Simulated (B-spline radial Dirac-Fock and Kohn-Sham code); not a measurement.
These are calculated numbers from a B-spline atomic structure program; the model is ΔSCF Dirac-Fock with Breit, self-energy and vacuum polarisation, finite nucleus, configuration average. Free neutral atoms.

Question: Order these X-ray lines by photon energy, lowest first.
A. W Lγ5
B. Bi Lβ3
C. Tl Lγ6
D. Er Lγ1
E. Ga Kα1
F. Ga Kβ3

Answer: D (9079.6 eV), E (9250.9 eV), F (10258.1 eV), A (10941.5 eV), B (13210.5 eV), C (14683.8 eV).
